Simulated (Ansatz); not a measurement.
[Te3]- (Te3⁻). Total charge -1; doublet. Geometry r2SCAN-D4/def2-SVPD; atoms count from 1.

```xyz
3

Te   -1.9139   -0.8401    0.9955
Te   -0.3660    0.5682   -0.6991
Te    2.2799    0.2719   -0.2964
```

In the def2 sets Te takes a core potential; there is no spin–orbit coupling.

Problem. Estimate the Mulliken populations from the PBE0/def2-TZVPD orbitals of Ansatz.

Solution. 
| atom | charge (e) | spin (α − β) |
| --- | --- | --- |
| Te1 | -0.51 | 0.32 |
| Te2 | 0.03 | 0.36 |
| Te3 | -0.51 | 0.32 |
Mulliken values and Mayer orders depend strongly on the basis. With diffuse functions, as here, like atoms can get unlike values, and bond orders can come out too low or too high.

Problem. Where does the spin sit?

Solution. Summed by element: Te 1.00, of 1 unpaired in all. Largest on single atoms: Te2 0.36, Te1 0.32, Te3 0.32.

Problem. And the Mayer bond orders between bonded heavy atoms (over 0.3)?

Solution. Te1–Te2 1.26 (2.69 Å); Te2–Te3 1.26 (2.69 Å). Values over 0.3 also appear between atoms too far apart for a bond (Te1–Te3 0.33 at 4.53 Å); they arise where an orbital or an unpaired electron spreads over both atoms.
